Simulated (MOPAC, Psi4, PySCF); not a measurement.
Relaxed torsion scan: SMILES c1csc(-c2ccc(-c3cccs3)s2)c1. Scanned: dihedral S3–C4–C5–S14; all other coordinates were relaxed at GFN2-xTB. Points at φ and −φ are mirror images. Heavy atoms are numbered in the order of the SMILES c1csc(-c2ccc(-c3cccs3)s2)c1, hydrogens after them in the order of the atoms that carry them; the mirror image has the same energies with the sign of each dihedral reversed.

Methods: PBE-D3(BJ)/def2-SVP // GFN2-xTB (Psi4); PM7, restricted, heats of formation // GFN2-xTB (MOPAC); RKS-B3LYP/6-31G* = restricted B3LYP/6-31G*, spherical d, density fitting // GFN2-xTB in PySCF.

Energies in kJ/mol, each method relative to its own lowest point.

| φ / ° | PBE-D3(BJ)/def2-SVP | PM7 | RKS-B3LYP/6-31G* |
|---|---|---|---|
| -150 | 1.6 | 1.0 | 0.6 |
| -120 | 9.4 | 0.2 | 6.3 |
| -90 | 17.5 | 0.0 | 12.7 |
| -60 | 10.2 | 0.3 | 7.0 |
| -30 | 3.0 | 0.2 | 3.0 |
| 0 | 2.5 | 1.3 | 4.2 |
| 30 | 3.0 | 0.2 | 3.0 |
| 60 | 10.2 | 0.3 | 7.0 |
| 90 | 17.5 | 0.0 | 12.7 |
| 120 | 9.4 | 0.2 | 6.3 |
| 150 | 1.6 | 1.0 | 0.6 |
| 180 | 0.0 | 2.2 | 0.0 |
